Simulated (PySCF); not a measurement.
All values below come from PySCF with r2SCAN-D4/def2-TZVP. Gas-phase values, no solvent. Delta-SCF ions had no search for a lower state. 

Reference species (SMILES): `[GeH4]` (neutral, multiplicity 1).

- HOMO–LUMO gap: 9.48 eV
- vertical ionisation energy (Delta-SCF): 12.10 eV

Changed species: `[F][GeH2][F]` (2 of 4 F replaced by H; the reference has 4 of 4 F replaced by H).

What does the change do to the HOMO–LUMO gap and vertical ionisation energy (Delta-SCF)?

the HOMO–LUMO gap drops by 1.12 eV, to 8.36 eV; the vertical ionisation energy (Delta-SCF) goes up by 0.22 eV, to 12.32 eV.
